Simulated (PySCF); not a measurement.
C2H5FO2Si. Atoms are numbered in the order given.

```xyz
11

C     -1.8597    -0.5423     0.8870
Si    -0.6300     0.5537     0.0092
F     -1.0099     0.6933    -1.5828
C      1.1049    -0.2458     0.2457
O      1.4986    -0.4966     1.3742
O      1.8292    -0.5004    -0.8667
H     -2.8615    -0.0728     0.9444
H     -1.9557    -1.5164     0.3668
H     -1.4948    -0.7327     1.9168
H     -0.5486     1.9355     0.5853
H      2.6766    -0.9000    -0.5539
```
Charge 0, spin multiplicity 1.

Coordinates come from a PBE-D3(BJ)/def2-SVP optimisation. The structure was generated by enumeration; whether it is a known compound was not checked. The values are those of a single conformer.

These are PySCF with SMD-ωB97X/def2-SVP values and carry that method's errors.

Solvation free energies are E(SMD) − E(gas) at the gas-phase geometry, for 1 M in both phases. In vacuum the dipole moment is 0.68 D.

```json
[
 {"solvent": "water", "ΔG(solv) (kcal/mol)": "-4.6", "its non-electrostatic (CDS) part": "5.6", "dipole (D)": "0.75"},
 {"solvent": "1-octanol", "ΔG(solv) (kcal/mol)": "-5.1", "its non-electrostatic (CDS) part": "3.2", "dipole (D)": "0.76"},
 {"solvent": "ethanol", "ΔG(solv) (kcal/mol)": "[?]", "its non-electrostatic (CDS) part": "[?]", "dipole (D)": "[?]"}
]
```

**Question.** Some entries are withheld; supply them. (An estimate is asked for; the answer gives what the named calculation found.)

**Answer.** 
- ethanol, ΔG(solv) (kcal/mol): -6.3
- ethanol, its non-electrostatic (CDS) part: 2.9
- ethanol, dipole (D): 0.76
